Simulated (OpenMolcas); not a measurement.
Ni3+, Pd3+, Pt3+: d⁷ down the group

```
Program             : OpenMolcas 26.06
Method              : RASSCF
Basis               : ANO-RCC-VQZP
Scalar Hamiltonian  : DKH2, point nucleus
Spin-orbit coupling : state interaction with AMFI integrals over the reference wave functions, term energies averaged over their components
```

Active space for each ion: 13 electrons in 8 orbitals (RAS1 p, at most 2 holes; RAS2 d).

Computed levels in cm-1 above ⁴F_9/2:

| Level | Ni3+ | Pd3+ | Pt3+ |
| --- | --- | --- | --- |
| ⁴F_7/2 | 1159 | 2732 | 9569 |
| ⁴F_5/2 | 2001 | 4436 | 11491 |
| ⁴P_5/2 | 20255 | 15421 | 19111 |
| ⁴P_1/2 | 21155 | 17202 | 22865 |
| ²G_9/2 | 22072 | 17389 | 20624 |
| ²G_7/2 | 23153 | 19992 | 27909 |
| ²P_1/2 | 27547 | 23727 | 36051 |
| ²D_5/2(1) | 28446 | 22968 | 31244 |
| ²H_11/2 | 30842 | 24027 | 27935 |
| weight of ⁴F in the lowest level (%) | 100 | 98 | 86 |

Mixed levels, with the weight of the term that names them: Pt3+ ⁴F_5/2 (66 %), Pt3+ ⁴P_1/2 (67 %), Pt3+ ²G_9/2 (63 %), Pt3+ ²P_1/2 (67 %), Pt3+ ²D_5/2(1) (72 %).

Measured, with the error of the calculation in %. Measured levels: Ni3+ from Corliss and Sugar, J. Phys. Chem. Ref. Data 10, 197 (1981).

| Level | Ni3+ |
| --- | --- |
| ⁴F_7/2 | 1190 (-2.6) |
| ⁴F_5/2 | 2042 (-2.0) |
| ⁴P_5/2 | 18119 (+11.8) |
| ⁴P_1/2 | 18958 (+11.6) |
| ²G_9/2 | 19830 (+11.3) |
| ²G_7/2 | 20948 (+10.5) |
| ²P_1/2 | 24651 (+11.7) |
| ²D_5/2(1) | 27096 (+5.0) |
| ²H_11/2 | 26649 (+15.7) |

The fine-structure level ⁴F_5/2 changes by a factor of 5.74 from Ni3+ to Pt3+.

Without spin-orbit coupling ⁴P lies 19505, 13735, 12683 cm-1 above ⁴F in that order; the difference to the level ⁴P_5/2, of either sign, comes from spin-orbit coupling, which also lowers the zero.

Without dynamic correlation excited terms often stand tens of per cent too high (terms of higher spin than the ground term too low), and those without a measured partner can miss by more than the paired ones. Active for correlation alone: 3p; no level in the range computed is led by a configuration that opens it, so any true level of that kind is missing (holds for Ni3+). Active for correlation alone: 4p; no level in the range computed is led by a configuration that opens it, so any true level of that kind is missing (holds for Pd3+). Active for correlation alone: 5p; no level in the range computed is led by a configuration that opens it, so any true level of that kind is missing (holds for Pt3+). Computed and measured levels are paired by configuration, term and J; levels that our copy of the source lacks, or whose pairing is in doubt (as where it misses far off the trend of its configuration), stay unpaired and out of the deviations. Only configurations of the active space appear.

A number in round brackets counts repeated terms of one configuration in the order of the reference energies.
